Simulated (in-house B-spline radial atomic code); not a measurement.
A fraction x of an electron is added to 3p in neutral chlorine, starting from [Ne] 3s2 3p5 and keeping the highest spin. Level of theory: non-relativistic LC-wPBE, spin-polarised, spherical fractional occupations, point nucleus; calculated with a B-spline radial code for spherical atoms.

Caution: exact exchange at fractional occupations of open shells leaves self-interaction of up to several eV.

```
  x  E(x) - E(0) (eV)  3p down level (eV)
  0            0.0000              -9.718
0.1           -0.9387              -9.057
0.2           -1.8118              -8.408
0.3           -2.6208              -7.772
0.4           -3.3667              -7.149
0.5                 ?                   ?
0.6           -4.6752              -5.945
0.7                 ?                   ?
0.8           -5.7490              -4.803
```

Question: What belongs in the row x = 0.5?

Answer: An energy change of -4.0511 eV; 3p down at -6.540 eV.

Question: What belongs in the row x = 0.7?

Answer: An energy change of -5.2407 eV; 3p down at -5.366 eV.

Question: Check Janak's theorem between x = 0.1 and 0.2.

Answer: The slope of the energy is -8.73 eV; the orbital levels give -8.73 eV (ε of the filling orbital, averaged over the two points).
